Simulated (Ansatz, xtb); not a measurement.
Species: GeF₃, net charge 1, singlet state. SMILES of the parent species: [F][Ge]([F])[F]
Geometry from a B3LYP-D3(BJ)/def2-TZVP (Ansatz, a program for electronic structure) optimisation:
```xyz
4

F     -1.0939    -1.2470     0.0058
Ge     0.0000     0.0000     0.0000
F      1.6266    -0.3237    -0.0351
F     -0.5327     1.5707     0.0293
```
Charge +1, spin multiplicity 1.

Harmonic wavenumbers from GFN2-xTB (xtb, at its own minimum), cm⁻¹: 126, 127, 151, 431, 575, 576.

Question: Give the harmonic wavenumbers at B3LYP-D3(BJ)/def2-TZVP (Ansatz, finite differences of forces, unscaled).

Answer: 212, 212, 213, 759, 881, 881 cm⁻¹. Zero-point energy 4.5 kcal/mol.

Question: From these and the geometry, give the ideal-gas thermochemistry at 298.15 K and 1 atm (rigid rotor, harmonic oscillator).

Answer: Point group D3h, rotational symmetry number 6. Rotational constants 6.445, 6.445, 3.222 GHz. S(trans) 40.49, S(rot) 21.73, S(vib) 6.61, S(elec, spin only) 0.00, S 68.8 cal/(mol K). H(298) - H(0) 3.52 kcal/mol; G - E(el) -12.5 kcal/mol.
